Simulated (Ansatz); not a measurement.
# Two structures, one formula

Two relaxed structures of CH₂OSe, closed shell (PBE0-D4/def2-TZVP; forces vanish, vibrations not checked).

A:

```
5
angstrom
C -1.2175 -1.3551 0.6475
O -0.8682 -1.6935 1.6603
Se 1.4004 0.9574 -0.7659
H 0.2998 0.4801 -1.6098
H 0.5298 1.9651 -0.1511
```

B:

```json
{"atom": "C1", "x (Å)": "-0.2430", "y (Å)": "-0.2211", "z (Å)": "0.0253"}
{"atom": "O2", "x (Å)": "-1.1382", "y (Å)": "0.4225", "z (Å)": "0.4704"}
{"atom": "Se3", "x (Å)": "0.1780", "y (Å)": "-1.9990", "z (Å)": "0.6393"}
{"atom": "H4", "x (Å)": "0.4312", "y (Å)": "0.1297", "z (Å)": "-0.7765"}
{"atom": "H5", "x (Å)": "1.3057", "y (Å)": "-2.1479", "z (Å)": "-0.2897"}
```

Program: Ansatz 0.2.0. Basis: def2-TZVPP. Cores are frozen in the correlated methods. Filled d shells of the heavier atoms are correlated. The def2 sets are not built for correlating such inner shells, so the correlated values are less sure here. B3LYP uses VWN-RPA correlation.

Problem. Which structure is lower at CCSD(T), and by how much? (Judge from chemistry; the value comes from the calculation.)

Solution. By the calculation: A, by 8.1 kJ/mol (electronic energy, against the other). By their contacts, A is a complex of H₂Se + CO and B is CH₂OSe ([O][CH][SeH]).

Problem. Do the other methods give the same order? (A judgement: the text doesn't fix the answer.)

Solution. The calculation gives: Not all: PBE-D4, r2SCAN-D4, PBE0-D4, B3LYP-D4, MP2 give the other order.

| method | E(B) − E(A) (kJ/mol) |
| --- | --- |
| PBE-D4 | -51.3 |
| r2SCAN-D4 | -39.9 |
| PBE0-D4 | -36.9 |
| B3LYP-D4 | -19.7 |
| wB97M-V | 1.8 |
| HF | 54.9 |
| MP2 | -3.2 |
| CCSD | 15.4 |
| CCSD(T) | 8.1 |

T1 diagnostic: at most 0.015.

Labels in which every atom is bracketed show which atoms are joined, not bond orders.

For scale, one of the runs: CCSD(T)/def2-TZVPP, 138 basis functions, launched by `ansatz run in.yaml --threads 2 --pin off --events-out ev --progress --plain --max-ram 4352MiB`. The run took 25 s on 2 CPU threads of an Arm Neoverse V1 (shared host), with 0.81 GiB of host memory at its peak.
